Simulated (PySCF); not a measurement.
## SMILES C1=C\C=C/C/C(B)=C\B/1, C7H10B2

Geometry:
```json
{"atom": "B1", "x (Å)": "2.657", "y (Å)": "0.011", "z (Å)": "-0.840"}
{"atom": "C2", "x (Å)": "1.351", "y (Å)": "0.321", "z (Å)": "-0.087"}
{"atom": "C3", "x (Å)": "0.608", "y (Å)": "1.433", "z (Å)": "-0.314"}
{"atom": "B4", "x (Å)": "-0.755", "y (Å)": "1.826", "z (Å)": "0.291"}
{"atom": "C5", "x (Å)": "-1.972", "y (Å)": "0.906", "z (Å)": "0.482"}
{"atom": "C6", "x (Å)": "-2.200", "y (Å)": "-0.380", "z (Å)": "0.119"}
{"atom": "C7", "x (Å)": "-1.296", "y (Å)": "-1.387", "z (Å)": "-0.361"}
{"atom": "C8", "x (Å)": "-0.010", "y (Å)": "-1.574", "z (Å)": "-0.031"}
{"atom": "C9", "x (Å)": "0.777", "y (Å)": "-0.701", "z (Å)": "0.877"}
{"atom": "H10", "x (Å)": "3.087", "y (Å)": "-1.079", "z (Å)": "-0.859"}
{"atom": "H11", "x (Å)": "3.227", "y (Å)": "0.862", "z (Å)": "-1.405"}
{"atom": "H12", "x (Å)": "1.050", "y (Å)": "2.161", "z (Å)": "-0.989"}
{"atom": "H13", "x (Å)": "-0.904", "y (Å)": "2.964", "z (Å)": "0.555"}
{"atom": "H14", "x (Å)": "-2.864", "y (Å)": "1.407", "z (Å)": "0.856"}
{"atom": "H15", "x (Å)": "-3.227", "y (Å)": "-0.737", "z (Å)": "0.171"}
{"atom": "H16", "x (Å)": "-1.761", "y (Å)": "-2.136", "z (Å)": "-0.993"}
{"atom": "H17", "x (Å)": "0.521", "y (Å)": "-2.409", "z (Å)": "-0.470"}
{"atom": "H18", "x (Å)": "0.135", "y (Å)": "-0.216", "z (Å)": "1.613"}
{"atom": "H19", "x (Å)": "1.567", "y (Å)": "-1.263", "z (Å)": "1.376"}
```

Method: GIAO BHandHLYP/pcSseg-1 magnetisability, rotational g tensor and spin-rotation constants, non-relativistic, gas phase (PySCF). Geometry: GFN2-xTB.

Question: Give the nuclear spin-rotation constants along the inertial axes (H = +C I·J) beside the isotropic shieldings.

Answer: Rotational constants 2.6425, 1.5685, 1.1053 GHz. A star marks the isotopologue with that one atom substituted, in its own axes.
| atom | isotope | Caa (kHz) | Cbb (kHz) | Ccc (kHz) | mean (kHz) | σ (ppm) |
| --- | --- | --- | --- | --- | --- | --- |
| B1 | 11B | 1.061 | 0.642 | 0.230 | 0.644 | 29.5 |
| B4 | 11B | 0.988 | 0.618 | 0.167 | 0.591 | 46.8 |
| H10 | 1H | -0.149 | 0.116 | -0.109 | -0.047 | 25.0 |
| H11 | 1H | -0.048 | -0.005 | -0.070 | -0.041 | 25.2 |
| H12 | 1H | -0.095 | -0.026 | -0.029 | -0.050 | 23.9 |
| H13 | 1H | -0.224 | 0.145 | -0.098 | -0.059 | 25.2 |
| H14 | 1H | 0.169 | -0.087 | -0.102 | -0.007 | 24.4 |
| H15 | 1H | 0.262 | -0.139 | -0.105 | 0.006 | 24.1 |
| H16 | 1H | -0.226 | 0.011 | -0.031 | -0.082 | 25.2 |
| H17 | 1H | -0.129 | 0.047 | -0.094 | -0.059 | 25.0 |
| H18 | 1H | -0.109 | -0.116 | -0.093 | -0.106 | 30.5 |
| H19 | 1H | -0.115 | -0.115 | -0.051 | -0.093 | 28.5 |
| C2 | 13C* | 1.077 | 0.608 | 0.379 | 0.688 | 13.3 |
| C3 | 13C* | 1.182 | 0.660 | 0.324 | 0.722 | 7.8 |
| C5 | 13C* | 1.292 | 0.608 | 0.160 | 0.687 | 38.2 |
| C6 | 13C* | 1.488 | 0.579 | 0.170 | 0.746 | 23.4 |
| C7 | 13C* | 0.766 | 0.646 | 0.279 | 0.564 | 52.5 |
| C8 | 13C* | 0.903 | 0.620 | 0.322 | 0.615 | 36.3 |
| C9 | 13C* | 0.527 | 0.274 | 0.169 | 0.323 | 146.6 |

For the geometry as given, no vibrational averaging.
